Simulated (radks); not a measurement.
Q: Calculated with a radial shooting solver on a logarithmic mesh with Libxc functionals: scalar-relativistic Kohn-Sham, PBEsol, spin-polarised, spherical densities, point nucleus; open shells are filled with parallel spins first. Each species is in its NIST ground configuration. Rank Zn+, Co+, Ge+, Cr+, Sc+, Br+, Ga+, Ni+, Kr+, Cu+, Fe+, Se+, Mn+, K+, As+, V+, Ti+, Ca+ by mean radius of the outermost orbital (bohr), largest first.

A: Ca+ 3.57, Sc+ 3.30, Ti+ 3.11, Mn+ 2.73, Fe+ 2.64, Ge+ 2.53, Zn+ 2.38, As+ 2.29, Ga+ 2.21, Se+ 2.10, Br+ 1.97, Kr+ 1.83, V+ 1.51, K+ 1.43, Cr+ 1.38, Co+ 1.16, Ni+ 1.08, Cu+ 1.01.
